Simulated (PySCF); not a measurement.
Si(Me)(Cl)3 (CH3Cl3Si), SMILES C[Si](Cl)(Cl)Cl. The structure is a stationary point at B3LYP-D3(BJ)/def2-SVP. The isomer is the one that the SMILES or the coordinates give; other isomers of the formula were not compared.

The numbers are results of B3LYP-D3(BJ)/def2-SVP run with PySCF, not measurements.

Harmonic wavenumbers (cm⁻¹): 153, 153, 164, 214, 214, 227, 444, 583, 583, 754, 818, 818, 1279, 1424, 1424, 3041, 3144, 3144. Rotational constants (GHz): 1.703, 1.703, 1.261; symmetry number 3.

Problem. Work out the zero-point energy and the ideal-gas rigid-rotor harmonic-oscillator thermochemistry at 298.15 K and 1 atm.

Solution. ZPE = ½ Σ hcν = ½ × 18581 cm⁻¹ = 111.14 kJ/mol. H − E(el) = 132.52 kJ/mol. Entropy in J/(mol K): translation 171.19, rotation 111.64, vibration 67.68, total 350.51. G − E(el) = 28.02 kJ/mol. Cp = 104.22 J/(mol K).
